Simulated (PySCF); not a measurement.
C2H9FOSi2, SMILES [SiH2](C)[Si@@H](F)OC.

Coordinates come from a PBE-D3(BJ)/def2-SVP optimisation. The structure was generated by enumeration; whether it is a known compound was not checked. One conformer was computed; it need not be the lowest.

Method: PBE-D3(BJ)/def2-SVP (PySCF).

Frequencies are harmonic and unscaled.

Computed harmonic wavenumbers and intensities:
| mode | ν (cm⁻¹) | IR (km/mol) | moving atoms (share of kinetic energy) |
|---|---|---|---|
| 1 | 34 | 0.6 | C 39 %, H 27 %, F 20 % |
| 2 | 68 | 2.2 | H 29 %, C 29 %, O 20 %, F 14 %, Si 8 % |
| 3 | 78 | 1.2 | H 42 %, C 39 % |
| 4 | 92 | 0.4 | H 77 %, C 10 % |
| 5 | 116 | 3.2 | F 34 %, H 34 %, Si 15 %, C 9 %, O 8 % |
| 6 | 170 | 3.1 | H 58 %, Si 15 %, C 13 %, O 10 % |
| 7 | 183 | 5.0 | H 45 %, F 15 %, C 14 %, O 14 %, Si 12 % |
| 8 | 279 | 8.8 | Si 38 %, O 25 %, H 16 %, C 13 % |
| 9 | 326 | 15.5 | Si 33 %, O 33 %, F 26 % |
| 10 | 423 | 6.9 | Si 53 %, H 39 % |
| 11 | 431 | 9.5 | H 67 %, Si 30 % |
| 12 | 589 | 5.7 | H 96 % |
| 13 | 652 | 2.2 | H 76 %, C 21 % |
| 14 | 691 | 16.0 | Si 35 %, C 34 %, H 28 % |
| 15 | 732 | 40.7 | O 34 %, H 25 %, Si 22 %, C 13 % |
| 16 | 772 | 387.5 | H 70 %, Si 23 % |
| 17 | 803 | 6.9 | H 65 %, F 27 % |
| 18 | 853 | 35.1 | H 67 %, C 14 %, Si 14 % |
| 19 | 861 | 51.6 | H 73 %, C 14 %, Si 13 % |
| 20 | 885 | 147.6 | H 37 %, Si 35 %, F 22 % |
| 21 | 899 | 57.6 | H 95 % |
| 22 | 1108 | 220.7 | O 40 %, C 33 %, H 25 % |
| 23 | 1132 | 2.3 | H 76 %, C 19 % |
| 24 | 1166 | 102.5 | H 52 %, O 23 %, C 23 % |
| 25 | 1211 | 8.8 | H 80 %, C 20 % |
| 26 | 1382 | 5.6 | H 96 % |
| 27 | 1388 | 3.2 | H 96 % |
| 28 | 1418 | 5.7 | H 96 % |
| 29 | 1421 | 9.0 | H 88 %, C 9 % |
| 30 | 1425 | 4.2 | H 96 % |
| 31 | 2133 | 120.2 | H 97 % |
| 32 | 2147 | 120.9 | H 97 % |
| 33 | 2153 | 100.3 | H 96 % |
| 34 | 2925 | 75.4 | H 97 % |
| 35 | 2982 | 2.8 | H 97 % |
| 36 | 3004 | 32.6 | H 91 %, C 9 % |
| 37 | 3045 | 23.8 | H 91 %, C 9 % |
| 38 | 3086 | 1.1 | H 91 %, C 9 % |
| 39 | 3089 | 0.8 | H 91 %, C 9 % |
